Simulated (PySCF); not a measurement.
First SCF of a structure search on singlet WO₂(OH)₂, at a hand-made PBE minimum (heavy-atom frame) geometry. PySCF input:

```python
from pyscf import gto, scf, dft
mol = gto.M(atom='''
W      0.000000     0.000000    -0.014834
O      0.037992     1.396113    -1.030463
O     -0.037992    -1.396113    -1.030463
O      1.577380    -0.020381     1.047002
O     -1.577380     0.020381     1.047002
H      2.204228    -0.764268     1.107338
H     -2.204228     0.764268     1.107338''',
    basis={'W': 'def2-SVP', 'O': 'def2-SVP', 'H': 'def2-SVP'},
    ecp={'W': 'def2-SVP'},
    charge=0, spin=0)
mf = dft.RKS(mol, xc='PBE')
mf.grids.atom_grid = (50, 194)
aux = {'W': 'def2-universal-JKFIT', 'O': 'def2-universal-JKFIT', 'H': 'def2-universal-JKFIT'}
mf = mf.density_fit(auxbasis=aux)
mf.conv_tol = 1e-08
mf.diis_space = 10
mf.max_cycle = 60
mf.init_guess = 'minao'
mf.verbose = 4
mf.kernel()
```

Excerpt of the output (cycles and frontier levels):

```
init E= -356.599678604889
  HOMO = -0.610520571678128  LUMO = -0.329363618752706  gap/eV = 7.65067
cycle= 1 E= -368.109515534083  delta_E= -11.5  |g|=    2  |ddm|= 7.27
  HOMO = -0.0462198498880113  LUMO = -0.0255397834183733  gap/eV = 0.56273
cycle= 2 E= -356.135420556728  delta_E=   12  |g|= 6.23  |ddm|= 7.34
  HOMO = -0.127098527296582  LUMO = -0.0332988921572621  gap/eV = 2.55242
cycle= 3 E= -367.736711722481  delta_E= -11.6  |g|=  2.3  |ddm|= 7.06
  HOMO = -0.243918008207885  LUMO = -0.0523593315186304  gap/eV = 5.21258
cycle= 4 E= -368.840430003918  delta_E= -1.1  |g|= 0.539  |ddm|= 1.89
  HOMO = -0.3112884554828  LUMO = -0.134685053486107  gap/eV = 4.80562
cycle= 5 E= -368.878281856511  delta_E= -0.0379  |g|= 0.344  |ddm|= 0.758
  HOMO = -0.262637621166597  LUMO = -0.0864843211063135  gap/eV = 4.79338
cycle= 6 E= -368.9056702871  delta_E= -0.0274  |g|= 0.0622  |ddm|= 0.356
  HOMO = -0.264979888132242  LUMO = -0.0891183709839812  gap/eV = 4.78544
cycle= 7 E= -368.906265654305  delta_E= -0.000595  |g|= 0.0306  |ddm|= 0.0402
  HOMO = -0.264245242437333  LUMO = -0.0891324855583737  gap/eV = 4.76506
cycle= 8 E= -368.906397904805  delta_E= -0.000132  |g|= 0.0171  |ddm|= 0.0115
  HOMO = -0.263372329289837  LUMO = -0.0892191911943384  gap/eV = 4.73895
cycle= 9 E= -368.90645385873  delta_E= -5.6e-05  |g|= 0.00277  |ddm|= 0.0128
  HOMO = -0.263442498920281  LUMO = -0.0892078746629407  gap/eV = 4.74117
cycle= 10 E= -368.906455761706  delta_E= -1.9e-06  |g|= 0.000426  |ddm|= 0.00244
  HOMO = -0.263462128850652  LUMO = -0.0892251128672322  gap/eV = 4.74123
cycle= 11 E= -368.906455796955  delta_E= -3.52e-08  |g|= 0.000137  |ddm|= 0.00032
  HOMO = -0.263457699973866  LUMO = -0.0892268344692818  gap/eV = 4.74106
cycle= 12 E= -368.906455800658  delta_E= -3.7e-09  |g|= 5.11e-06  |ddm|= 9.21e-05
  HOMO = -0.263458396531046  LUMO = -0.0892272525010253  gap/eV = 4.74107
Extra cycle  E= -368.906455800645  delta_E= 1.22e-11  |g|= 8.52e-06  |ddm|= 9.06e-06
converged SCF energy = -368.906455800645
```

No lower solution of this spin was found by a stability analysis within the restricted form, which does not test spin polarisation.

Stability towards spin polarisation was not tested. With an element this heavy the missing spin–orbit coupling can shift these numbers.

The search for the lowest solution, with the stability check, took 19 s on 2 threads of a shared Arm Neoverse N1 host, with 98 basis functions; the process peaked at 0.43 GiB.
